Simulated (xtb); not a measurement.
xtb input (GFN1-xTB):

```bash
xtb mol.xyz --gfn 1 --sp --chrg 0 --uhf 0
```
mol.xyz:
```
14

C      1.93389201    -0.38546578    -0.58475998
C      0.98895226     0.39232524     0.33522183
B     -0.56549147     0.10439342     0.16203666
N     -1.48893997     0.79703409     0.98850562
N     -1.02490058    -0.82767744    -0.80051108
H      2.98046870    -0.13174620    -0.40374628
H      1.83413648    -1.46427321    -0.43909328
H      1.72878686    -0.17464668    -1.63760499
H      1.26066000     0.19659550     1.37939742
H      1.15685699     1.46728932     0.19848079
H     -1.19458498     1.46326097     1.67950737
H     -2.48627130     0.67834002     0.94845384
H     -0.39944376    -1.33394849    -1.40024841
H     -1.99333347    -1.04949162    -0.95406270
```

Output:

```
           -------------------------------------------------
          |                Calculation Setup                |
           -------------------------------------------------

           -------------------------------------------------
          |                 G F N 1 - x T B                 |
           -------------------------------------------------

        Reference                      10.1021/acs.jctc.7b00118
      * Hamiltonian:
        H0-scaling (s, p, d)           1.850000    2.250000    2.000000
        zeta-weighting                 0.000000
      * Dispersion:
        s8                             2.400000
        a1                             0.630000
        a2                             5.000000
        s9                             0.000000
      * Repulsion:
        kExp                           1.500000
        rExp                           1.000000
      * Coulomb:
        alpha                          2.000000
        third order                    atomic
        anisotropic                    false
      * Halogen bond correction:
        rad-scale                      1.300000
        damping                        0.440000

          ...................................................
          :                      SETUP                      :
          :.................................................:
          :  # basis functions                  38          :
          :  # atomic orbitals                  38          :
          :  # shells                           28          :
          :  # electrons                        30          :
          :  # halogen bonds                     0          :
          :  max. iterations                   250          :
          :  Hamiltonian                  GFN1-xTB          :
          :  restarted?                      false          :
          :  GBSA solvation                  false          :
          :  PC potential                    false          :
          :  electronic temp.          300.0000000     K    :
          :  accuracy                    1.0000000          :
          :  -> integral cutoff          0.2500000E+02      :
          :  -> integral neglect         0.1000000E-07      :
          :  -> SCF convergence          0.1000000E-05 Eh   :
          :  -> wf. convergence          0.2000000E-04 e    :
          :  Broyden damping             0.4000000          :
          :  net charge                          0          :
          :  unpaired electrons                  0          :
          ...................................................

 iter      E             dE          RMSdq      gap      omega  full diag
   1    -17.1885676 -0.171886E+02  0.779E+00    6.02       0.0  T
   2    -17.2126937 -0.241261E-01  0.468E+00    6.49       1.0  T
   3    -17.2127900 -0.963239E-04  0.505E-01    6.25       1.0  T
   4    -17.2143674 -0.157740E-02  0.206E-01    6.57       1.0  T
   5    -17.2147452 -0.377816E-03  0.384E-02    6.46       1.0  T
   6    -17.2147528 -0.757860E-05  0.502E-03    6.44       5.3  T
   7    -17.2147529 -0.741358E-07  0.333E-03    6.44       8.0  T
   8    -17.2147530 -0.940642E-07  0.613E-04    6.44      43.6  T
   9    -17.2147530 -0.340047E-08  0.428E-05    6.44     624.7  T
  10    -17.2147530 -0.383338E-11  0.293E-05    6.44     911.7  T

   *** convergence criteria satisfied after 10 iterations ***

         #    Occupation            Energy/Eh            Energy/eV
      -------------------------------------------------------------
         1        2.0000           -0.7395802             -20.1250
       ...           ...                  ...                  ...
         9        2.0000           -0.5062829             -13.7767
        10        2.0000           -0.4959873             -13.4965
        11        2.0000           -0.4707057             -12.8086
        12        2.0000           -0.4673398             -12.7170
        13        2.0000           -0.4317630             -11.7489
        14        2.0000           -0.4316921             -11.7469
        15        2.0000           -0.3887873             -10.5794 (HOMO)
        16                         -0.1521474              -4.1401 (LUMO)
        17                         -0.1213984              -3.3034
        18                         -0.1071323              -2.9152
        19                         -0.1006734              -2.7395
        20                         -0.0818091              -2.2261
       ...                                ...                  ...
        38                          0.6626665              18.0321
      -------------------------------------------------------------
                  HL-Gap            0.2366399 Eh            6.4393 eV
             Fermi-level           -0.2704674 Eh           -7.3598 eV

 SCC (total)                   0 d,  0 h,  0 min,  0.009 sec
 SCC setup                      ...        0 min,  0.000 sec (  0.751%)
 Dispersion                     ...        0 min,  0.000 sec (  0.395%)
 classical contributions        ...        0 min,  0.000 sec (  0.160%)
 integral evaluation            ...        0 min,  0.002 sec ( 20.710%)
 iterations                     ...        0 min,  0.003 sec ( 27.068%)
 molecular gradient             ...        0 min,  0.005 sec ( 49.516%)
 printout                       ...        0 min,  0.000 sec (  1.309%)

         :::::::::::::::::::::::::::::::::::::::::::::::::::::
         ::                     SUMMARY                     ::
         :::::::::::::::::::::::::::::::::::::::::::::::::::::
         :: total energy             -16.990687194059 Eh    ::
         :: gradient norm              0.010735641114 Eh/a0 ::
         :: HOMO-LUMO gap              6.439300732747 eV    ::
         ::.................................................::
         :: SCC energy               -17.214752992228 Eh    ::
         :: -> electrostatic           0.034930272837 Eh    ::
         :: repulsion energy           0.228359442218 Eh    ::
         :: dispersion energy         -0.004293644049 Eh    ::
         :: halogen bond corr.         0.000000000000 Eh    ::
         :: add. restraining           0.000000000000 Eh    ::
         :: total charge              -0.000000000000 e     ::
         :::::::::::::::::::::::::::::::::::::::::::::::::::::

           -------------------------------------------------
          |                Property Printout                |
           -------------------------------------------------

    * Orbital Energies and Occupations

         #    Occupation            Energy/Eh            Energy/eV
      -------------------------------------------------------------
         1        2.0000           -0.7395802             -20.1250
       ...           ...                  ...                  ...
         3        2.0000           -0.6248678             -17.0035
         4        2.0000           -0.5907385             -16.0748
         5        2.0000           -0.5606363             -15.2557
         6        2.0000           -0.5517920             -15.0150
         7        2.0000           -0.5386746             -14.6581
         8        2.0000           -0.5256557             -14.3038
         9        2.0000           -0.5062829             -13.7767
        10        2.0000           -0.4959873             -13.4965
        11        2.0000           -0.4707057             -12.8086
        12        2.0000           -0.4673398             -12.7170
        13        2.0000           -0.4317630             -11.7489
        14        2.0000           -0.4316921             -11.7469
        15        2.0000           -0.3887873             -10.5794 (HOMO)
        16                         -0.1521474              -4.1401 (LUMO)
Note: The following floating-point exceptions are signalling: IEEE_DENORMAL
normal termination of xtb
        17                         -0.1213984              -3.3034
        18                         -0.1071323              -2.9152
        19                         -0.1006734              -2.7395
        20                         -0.0818091              -2.2261
        21                         -0.0593152              -1.6140
        22                         -0.0563873              -1.5344
        23                         -0.0339677              -0.9243
        24                         -0.0249327              -0.6785
        25                         -0.0181531              -0.4940
        26                          0.1151491               3.1334
       ...                                ...                  ...
        38                          0.6626665              18.0321
      -------------------------------------------------------------
                  HL-Gap            0.2366399 Eh            6.4393 eV
             Fermi-level           -0.2704674 Eh           -7.3598 eV

  Mulliken/CM5 charges         n(s)   n(p)   n(d)
     1C    -0.07542 -0.22012   1.003  3.073  0.000
     2C    -0.14264 -0.18294   1.043  3.099  0.000
     3B     0.34001  0.23103   0.883  1.777  0.000
     4N    -0.51280 -0.90139   1.426  4.087  0.000
     5N    -0.51002 -0.89992   1.426  4.084  0.000
     6H     0.01928  0.07035   0.981  0.000  0.000
     7H     0.01734  0.07088   0.983  0.000  0.000
     8H     0.01734  0.07088   0.983  0.000  0.000
     9H     0.02204  0.08340   0.978  0.000  0.000
    10H     0.02204  0.08340   0.978  0.000  0.000
    11H     0.19963  0.39702   0.800  0.000  0.000
    12H     0.20126  0.39904   0.799  0.000  0.000
    13H     0.20116  0.39971   0.799  0.000  0.000
    14H     0.20079  0.39867   0.799  0.000  0.000

Wiberg/Mayer (AO) data.
largest (>0.10) Wiberg bond orders for each atom

 ---------------------------------------------------------------------------
     #   Z sym  total        # sym  WBO       # sym  WBO       # sym  WBO
 ---------------------------------------------------------------------------
     1   6 C    3.997 --     2 C    1.019     7 H    0.988     8 H    0.988
                             6 H    0.988
     2   6 C    3.972 --     1 C    1.019     3 B    0.975    10 H    0.969
                             9 H    0.969
     3   5 B    3.450 --     5 N    1.208     4 N    1.198     2 C    0.975
     4   7 N    3.161 --     3 B    1.198    11 H    0.939    12 H    0.936
     5   7 N    3.169 --     3 B    1.208    14 H    0.936    13 H    0.936
     6   1 H    1.007 --     1 C    0.988
     7   1 H    1.006 --     1 C    0.988
     8   1 H    1.006 --     1 C    0.988
     9   1 H    1.006 --     2 C    0.969
    10   1 H    1.006 --     2 C    0.969
    11   1 H    0.963 --     4 N    0.939
    12   1 H    0.960 --     4 N    0.936
    13   1 H    0.964 --     5 N    0.936
    14   1 H    0.961 --     5 N    0.936
 ---------------------------------------------------------------------------

Topologies differ in total number of bonds
Writing topology from bond orders to xtbtopo.mol

 dipole moment from electron density (au)
     X       Y       Z
  -0.5768  -0.0608  -0.0147  total (Debye):    1.475

           -------------------------------------------------
          | TOTAL ENERGY              -16.990687194059 Eh   |
          | GRADIENT NORM               0.010735641114 Eh/α |
          | HOMO-LUMO GAP               6.439300732747 eV   |
           -------------------------------------------------

------------------------------------------------------------------------
------------------------------------------------------------------------
 total:
 SCF:
```
